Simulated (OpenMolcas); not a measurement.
**Fe⁴⁺: the spin-orbit constant, Racah parameters, worked from levels**

```
Program             : OpenMolcas 26.06
Basis               : ANO-RCC-VQZP [7s6p4d3f2g1h]
Scalar Hamiltonian  : DKH2, point nucleus
Active space        : 10 electrons in 8 orbitals (RAS1 3p, at most 2 holes; RAS2 3d)
State averaging     : 2S+1 = 5 even, 5 roots; 2S+1 = 3 even, 45 roots; 2S+1 = 1 even, 44 roots
Spin-orbit coupling : RASSI with atomic mean-field integrals over the reference wave functions, term energies averaged over their components
```

Methods: RASSCF; MS-RASPT2, IPEA 0.25 Eh, imaginary shift 0.1 Eh (closed shells correlated: 3s). Measured levels: Corliss and Sugar, J. Phys. Chem. Ref. Data 11, 135 (1982).

**The spin-orbit constant.** For the Hund term ⁵D of d4, E(J) = (A/2) J(J+1) + constant and ζ = 2S·A = 4A. From J = 0 to J = 4 the energy changes by 10 A.

```json
{"Source": "RASSCF", "E(4) - E(0)": "1386.4", "A": "138.6", "ζ": "555"}
{"Source": "MS-RASPT2", "E(4) - E(0)": "1384.4", "A": "138.4", "ζ": "554"}
{"Source": "measured", "E(4) - E(0)": "1282.8", "A": "128.3", "ζ": "513"}
```

All in cm-1. MS-RASPT2 is off by +7.9 % and RASSCF by +8.1 %. Both methods take the spin-orbit matrix elements from the reference wave functions, so the second can move ζ only through the term energies and any multistate remixing. Second-order mixing with other terms is absorbed into this ζ.

**Racah parameters.** Above ⁵D, d4 has ³G at 9B + 4C, ³H at 4B + 4C and ³D at 16B + 4C. The first two fix B and C, and the third tests them; where it misses by thousands of cm-1, two parameters do not describe the configuration (Trees and configuration-interaction terms are left out) and B and C hang on the terms chosen. Term energies are centres of gravity, weighted by 2J + 1.

| Source | ³G | ³H | B | C | C/B | ³D from B, C | ³D found |
| --- | --- | --- | --- | --- | --- | --- | --- |
| RASSCF | 34410 | 28791 | 1124 | 6074 | 5.40 | 42280 | 41989 |
| MS-RASPT2 | 30100 | 24714 | 1077 | 5101 | 4.74 | 37636 | 37220 |
| measured | 29390 | 24478 | 982 | 5137 | 5.23 | 36260 | 35945 |

Energies in cm-1. From RASSCF to MS-RASPT2, B changes by -4.2 % and C by -16.0 %. Against the measured terms, MS-RASPT2 has B off by +9.7 % and C by -0.7 %.

CASPT2 breaks the degeneracy within a term, and the mean is taken; among the terms shown or strongly mixed into the levels shown the widest spread is 380 cm-1 (3d⁴ ³H, MS-RASPT2). Active for correlation alone: 3p; no level in the range computed is led by a configuration that opens it, so any true level of that kind is missing. Without dynamic correlation excited terms often stand tens of per cent too high (terms of higher spin than the ground term too low), and those without a measured partner can miss by more than the paired ones (holds for RASSCF). Computed and measured levels are paired by configuration, term and J; levels that our copy of the source lacks, or whose pairing is in doubt (as where it misses far off the trend of its configuration), stay unpaired and out of the deviations. Levels of configurations outside the active space are missing.
